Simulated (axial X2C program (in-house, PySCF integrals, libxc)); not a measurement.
# Spin–orbit effects down a group: molecules with Ag, CCSD

Calculated with an axial X2C code built on PySCF integrals, spin-free (one-electron X2C) or two-component (2c: spin–orbit coupling with atomic mean-field Coulomb and Gaunt terms, which also bring small scalar terms), in Dyall basis sets with cores contracted in-house; open shells are unrestricted.

Basis sets: Ag dyall-cv3z, H dyall-v3z, Li dyall-cv3z, Na dyall-cv3z. Frozen shells (counts by l): AgH Ag 4s3p1d, H none, 12 electrons correlated; LiAg Ag 4s3p1d, Li 1s, 12 electrons correlated; NaAg Ag 4s3p1d, Na 2s1p, 12 electrons correlated. Coupled cluster in natural virtuals with an MP2 remainder. Where the outer core of a metal is frozen, bonds come out longer and ionisation energies lower.

```
molecule  spin-free state  Re (Å)  ωe (cm⁻¹)  De (eV)  2c state  Re 2c (Å)  ωe 2c (cm⁻¹)  De 2c (eV)
     AgH   M_S = 0, Λ = 0   1.631     1727.4     2.30     Ω = 0      1.631        1726.3        2.30
    LiAg   M_S = 0, Λ = 0   2.409      372.6     1.71     Ω = 0      2.410         372.5        1.71
    NaAg   M_S = 0, Λ = 0   2.700      200.0     1.45     Ω = 0      2.701         199.9        1.46
```

(1) Work out the shifts from the spin-free to the two-component result.

Each entry is the lowest single determinant of a limited PBE0 search at one distance. De goes to single-determinant-based atoms at the same level (for ions the charge split of lowest energy) and is withheld (n/a) where an atom does not fit its ground term or J level. Main or longest-lived isotopes. One determinant is a doubtful description, or other states lie close, for AgH, LiAg, NaAg; these need not be ground states, and all values refer to the states named.

## Answers

(1) 

```csv
molecule,2c state,ΔRe (Å),Δωe (cm⁻¹),ΔDe (eV)
AgH,Ω = 0,0.000,-1.1,0.00
LiAg,Ω = 0,0.001,noise,0.00
NaAg,Ω = 0,0.001,-0.1,0.01
```

Shifts of one unit in the last digit are rounding. Where the truncated virtual spaces of the two runs make Δωe unreliable it is marked noise.
